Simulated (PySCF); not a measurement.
# How the method changes the constants of BrF⁺

State: ²Π (doublet), unpaired electrons π ↑. Set-up: PySCF, scalar-relativistic core potentials, basis sets Br aug-cc-pVDZ-PP with ECP10, F aug-cc-pVDZ. De refers to Br⁺ + F in their high-spin ground configurations, without counterpoise correction. The functionals are run spin-unrestricted. A positive dipole points towards F; it is taken about the centre of mass and depends on that origin. Levels whose curve was spin-contaminated or gave no clean fit are not listed.

```tsv
Level	Re (Å)	ωe (cm⁻¹)	De (eV)	μ (D)
PBE	1.734	742	3.23	-1.34
BLYP	1.750	715	3.08	-1.40
r²SCAN	1.716	773	2.75	-1.40
B3LYP	1.719	771	2.62	-1.56
PBE0	1.702	802	2.55	-1.54
MN15	1.691	817	2.63	-1.71
CAM-B3LYP	1.703	806	2.57	-1.63
```

Problem. What does a quarter of exact exchange do here, going from PBE to PBE0?

Solution. PBE0 less PBE: -3.2 pm in Re, +8.1 % in ωe, -0.68 eV in De. Exact exchange removes part of the self-interaction that spreads semilocal densities, and in most molecules shortens and stiffens the bond and lowers De; so it does here.

Problem. What does the step from GGA to meta-GGA do here, going from PBE to r²SCAN?

Solution. r²SCAN less PBE: -1.8 pm in Re, +4.2 % in ωe, -0.48 eV in De. 

Problem. What does the three-parameter hybrid form, with a fifth of exact exchange, do here, going from BLYP to B3LYP?

Solution. B3LYP less BLYP: -3.1 pm in Re, +7.8 % in ωe, -0.46 eV in De. Exact exchange removes part of the self-interaction that spreads semilocal densities, and in most molecules shortens and stiffens the bond and lowers De; so it does here.

Spin–orbit coupling is left out. For an ion De counts to the pair picked by the measured ionisation energies or electron affinities, which need not be the lowest pair at this level. The state was picked by a PBE0 search and need not be the measured ground state.

The whole job (state search and all levels along the bond) took about 2.7 min on 1 thread of Arm Neoverse V1 (shared host), peak memory 0.77 GiB.
